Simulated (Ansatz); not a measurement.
Process, species as SMILES: [NH]B(N)F → [NH-]B(N)F (an electron is taken up)
Geometries: B3LYP-D3(BJ)/def2-TZVP minima from Ansatz (a quantum-chemistry and plane-wave program), one conformer each, not searched for the lowest.
Geometry of the first species:
```
B
F 1 1.3509
N 1 1.3995 2 119.05
H 3 1.0049 1 122.18 2 -175.72
H 3 1.0058 4 115.04 1 177.21
N 1 1.4515 2 120.10 3 -176.97
H 6 1.0212 1 113.70 2 -49.34
```
Charge 0, spin multiplicity 2.

Quantity: adiabatic electron affinity (electronic energy difference), positive where the reaction releases energy, in eV. Correlated levels leave the core frozen unless marked. UHF or UKS for open shells. No spin-orbit coupling. No relativistic terms. Anions need diffuse functions: aug- sets have them; def2-D sets add few; the other sets have none. CBS marks a two-point X^-3 extrapolation of the correlation energy; Hartree-Fock from the larger set. The bracket is a focal-point correction in the basis named.

| level | program | adiabatic electron affinity (eV) |
|---|---|---|
| r2SCANh/def2-TZVPD | Ansatz | 1.77 |

Question: Predict the RI-MP2/CBS(aug-cc-pVTZ,aug-cc-pVQZ)+[CCSD(T)-MP2]/aug-cc-pVTZ result (Ansatz).

Answer: 2.13 eV
